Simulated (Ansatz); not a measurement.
CH7ClSiSn (`[CH3][SnH]([SiH3])[Cl]`) at its PBE0-D4/def2-TZVP geometry, where that method's forces vanish. The species carries charge 0 and has multiplicity 1. Sn takes the def2 core potential.

```
atom   x (Å)   y (Å)   z (Å)
  C1   0.273  -0.615  -1.876
 Sn2  -0.803  -0.216  -0.077
 Si3   0.498   1.018   1.755
 Cl4  -1.247  -2.340   0.836
  H5   1.197  -1.140  -1.636
  H6   0.509   0.320  -2.387
  H7  -0.340  -1.239  -2.525
  H8  -2.348   0.440  -0.409
  H9   0.830   2.394   1.296
 H10   1.757   0.282   2.035
 H11  -0.326   1.095   2.987
```

(1) For each bond, give half the difference of the two atoms' forces along it (eV/Å; positive pushes the atoms apart) under PBE-D4, r2SCAN-D4, B3LYP-D4, ωB97M-V in def2-TZVPP. (Estimate.)

Answers

(1) Computed: 
```csv
bond,length (Å),PBE-D4,r2SCAN-D4,B3LYP-D4,ωB97M-V
C1–Sn2,2.134,0.08,0.07,0.20,0.00
C1–H5,1.089,0.09,-0.03,-0.08,-0.03
C1–H6,1.091,0.09,-0.02,-0.08,-0.03
C1–H7,1.090,0.09,-0.03,-0.08,-0.04
Sn2–Si3,2.564,-0.09,-0.01,0.05,0.00
Sn2–Cl4,2.354,0.22,0.08,0.26,0.04
Sn2–H8,1.711,0.09,-0.01,-0.03,-0.08
Si3–H9,1.488,0.08,-0.02,-0.08,-0.10
Si3–H10,1.485,0.08,-0.02,-0.08,-0.10
Si3–H11,1.484,0.08,-0.02,-0.08,-0.10
```

B3LYP here is the variant with VWN-RPA as its local correlation; programs differ in this.
